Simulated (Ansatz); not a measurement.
Other settings, tried on CoMe2 (C₂H₆Co).

```yaml
crystal:
  periodic: [false, false, false]
  atoms:
    - {symbol: Co, position_ang: [0.498819, -0.315704, -0.003920]}
    - {symbol: C, position_ang: [0.035075, 0.008982, 1.894651]}
    - {symbol: H, position_ang: [-0.000850, 1.081300, 2.115163]}
    - {symbol: H, position_ang: [0.772404, -0.441310, 2.570915]}
    - {symbol: H, position_ang: [-0.942103, -0.420089, 2.141314]}
    - {symbol: C, position_ang: [-0.014209, -0.021119, -1.894361]}
    - {symbol: H, position_ang: [-1.004426, -0.440469, -2.103653]}
    - {symbol: H, position_ang: [0.695780, -0.497980, -2.581956]}
    - {symbol: H, position_ang: [-0.040490, 1.046390, -2.138153]}
basis:
  gaussian: {orbitals: def2-SVP}
magnetization: {spin_polarized: true, initial_magnetization: 5}
hamiltonian: {xc: {name: r2SCAN0}}
output: {forces: true}
```

```sh
$ ansatz run in.yaml --threads 4 --pin off --events-out ev --progress --plain --max-ram 3916MiB
```

Output, abridged:

```
Functional definition: r2SCAN0
  name "r2SCAN0"
  cite "Bursch, Neugebauer, Ehlert & Grimme, J. Chem. Phys. 156, 134105 (2022) doi:10.1063/5.0086040"
  cite "Furness, Kaplan, Ning, Perdew & Sun, J. Phys. Chem. Lett. 11, 8208 (2020) doi:10.1021/acs.jpclett.0c02405"
  cite "Furness, Kaplan, Ning, Perdew & Sun, J. Phys. Chem. Lett. 11, 9248 (2020) doi:10.1021/acs.jpclett.0c03077"
  parent r2scan
  parameter a = 0.25
  parameter k0 = 0.174
  parameter k1 = 0.065
  parameter a1 = 4.9479
  exchange = (1 - a)*r2scan_x(k0 = k0, k1 = k1, a1 = a1) + a*exact_x
  correlation = r2scan_c
940 factors; integrals over basis functions are off by at most 1.2e-3 eV
mean field evaluation 1: about -39772.5798 eV, gradient 4.7e1 eV
mean field evaluation 2: about -39659.8905 eV, gradient 1.6e2 eV
mean field evaluation 4: about -39783.1010 eV, gradient 6.7e0 eV
mean field evaluation 8: about -39783.5184 eV, gradient 1.0e0 eV
mean field evaluation 16: about -39783.7426 eV, gradient 3.2e-2 eV
mean field evaluation 32: about -39784.1294 eV, gradient 3.1e-2 eV
mean field evaluation 64: about -39784.1056 eV, gradient 2.3e-1 eV
mean field -39784.12942803 eV, -1462.0397898287 hartree, gradient 8.6e-6 eV, S^2 8.755866; 6 other end points of the search recorded, 0 dependent functions left out
the calculation of the forces begins
reference -39784.12945284 eV, -1462.0397907403 hartree; 25, 20 occupied and 64, 69 virtual orbitals, 940 factors
Total energy: -39784.12945284 eV, -1462.0397907403 hartree
Atom 0 at     0.498819    -0.315704    -0.003920 Å, force     2.721701    -1.728034    -0.020296 eV/Å
Atom 1 at     0.035075     0.008982     1.894651 Å, force    -1.315459     0.863215     1.405276 eV/Å
Atom 2 at    -0.000850     1.081300     2.115163 Å, force    -0.055744     0.301856    -0.165162 eV/Å
Atom 3 at     0.772404    -0.441310     2.570915 Å, force     0.313582    -0.207219    -0.578227 eV/Å
Atom 4 at    -0.942103    -0.420089     2.141314 Å, force    -0.296266    -0.089080    -0.160648 eV/Å
Atom 5 at    -0.014209    -0.021119    -1.894361 Å, force    -1.357863     0.820460    -1.393152 eV/Å
Atom 6 at    -1.004426    -0.440469    -2.103653 Å, force    -0.292441    -0.073378     0.168405 eV/Å
Atom 7 at     0.695780    -0.497980    -2.581956 Å, force     0.324918    -0.194762     0.578047 eV/Å
Atom 8 at    -0.040490     1.046390    -2.138153 Å, force    -0.042429     0.306943     0.165757 eV/Å
Dipole moment:    -0.339580     0.215378     0.003473 e Å
```

Hardware: 4 threads of Arm Neoverse V2 on a shared host. Wall time 40 s.
